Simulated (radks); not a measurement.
Species: the chromium ion Cr+. Configuration: [Ar] 3d4.5 4p0.5 (fractional occupations, a model configuration). All-electron calculation, scalar-relativistic Kohn-Sham, PBE, spin-polarised, spherical densities, point nucleus; open shells are filled with parallel spins first. Program: a radial shooting solver on a logarithmic mesh with Libxc functionals. Some entries of the table are withheld. Estimate them.

orbital,occ.,eigenvalue (hartree),<r> (bohr)
1s down,1,-216.4511,0.06355
1s up,1,-216.4506,0.06355
2s up,1,-24.87329,0.2933
2s down,1,-24.81550,0.2929
2p up,3,(1),0.2601
2p down,3,(2),0.2596
3s up,1,-3.12841,0.9009
3s down,1,-2.96915,0.9023
3p up,3,-2.07787,0.9627
3p down,3,-1.92034,0.9663
3d up,4.5,-0.49470,1.308
3d down,0,-0.34837,1.374
4p up,0.5,(3),(4)

Answer. 
(1) 2p up eigenvalue (hartree): -20.95472
(2) 2p down eigenvalue (hartree): -20.91048
(3) 4p up eigenvalue (hartree): -0.26578
(4) 4p up <r> (bohr): 3.692
